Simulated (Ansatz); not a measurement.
Reaction (substitution at a C–C bond): `CC[CH2][SnH3]` + `B[SeH]` → `B[Se]CC` + `[CH3][SnH3]`

Gas-phase electronic energies from Ansatz, PBE0-D4/def2-TZVP geometries. CCSD(T)/CBS adds triple-zeta CCSD(T) − MP2 to the extrapolated MP2 energy (def2 sets, frozen cores). DFT in def2-TZVPP. B3LYP here is the variant with VWN-RPA as its local correlation; programs differ in this. Elements past krypton have def2 core potentials. For Se, Sn outer-core shells are correlated without core-valence functions, which leaves a few kJ/mol of doubt a bond. Scalar relativity is left out up to krypton. One conformer a species, not always the lowest.

Is it downhill or uphill in electronic energy at CCSD(T)/CBS, and by how much? (Estimate.)

Computed: Downhill: ΔE = -13.3 kJ/mol.

What do these levels give: r2SCAN-D4, ωB97X-V, B3LYP, CCSD/def2-TZVPP, CCSD(T)/def2-TZVPP, CCSD/CBS(def2)? (Estimate.)

Ansatz gave: r2SCAN-D4 -15.5, ωB97X-V -11.7, B3LYP -14.5, CCSD/def2-TZVPP -11.3, CCSD(T)/def2-TZVPP -13.1, CCSD/CBS(def2) -11.5 kJ/mol.

Largest T1 diagnostic among the species: 0.013.

In def2-TZVPP, CCSD(T) changes the Hartree–Fock value by −4.7 kJ/mol (the triples alone add −1.8 kJ/mol) and MP2 by −7.8 kJ/mol.
